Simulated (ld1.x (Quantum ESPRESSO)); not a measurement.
## Ga: RRKJ pseudisation with PBE, scalar-relativistic reference atom.

Ga (Z = 31), norm-conserving RRKJ (Kleinman–Bylander form), made with ld1.x (Quantum ESPRESSO) 7.5 (PBE, scalar-relativistic). Core [Ar] 3d10, reference 4s2 4p0.5 (charge +0.5). Waves: 4p (bound): rc 2.60 bohr; 4s (bound): rc 1.90 bohr. Local part: the s channel. Core correction: Bessel-smoothed model core inside 1.38 bohr.

What the tests gave:

- Cutoffs needed: 15 Ry and 35 Ry (the cutoffs (Ry, on a coarse ladder) from which the occupation-weighted sum of valence levels, in a spherical-Bessel basis at the reference potential, stays within 10 and 1 mRy of its value at 400 Ry)
- Ghost test: no extra level below or beside the all-electron valence levels (p, s, d, f tested) (spherical-Bessel basis up to 400 Ry, 20 bohr box)
- Largest excitation error: -147 meV (all-electron minus pseudo) for 4s1 4p0, out of 7 test configurations

Generation and tests took about 0.96 s on one core of a shared server CPU.
